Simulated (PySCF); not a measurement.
Correlation energy of B (boron, neutral)

[He] 2s2 2p1, 2P determinant. Computed with PySCF 2.14 in x2c-TZVPPall with one added diffuse shell each of s, p, d type (6s4p3d1f, 40 functions), with scalar relativity by spin-free X2C-1e. Frozen: 1s2; 3 electrons correlated.

```csv
level,correlation energy (mhartree)
CCSD,-64.37
(T),-1.33
CCSD(T),-65.70
CCSDT,-66.13
```

Diagnostics: T1 = 0.014, D1 = 0.0273, largest double amplitude 0.066.

Cost of the coupled-cluster step: about 0.8 core-seconds, for 3 correlated electrons.
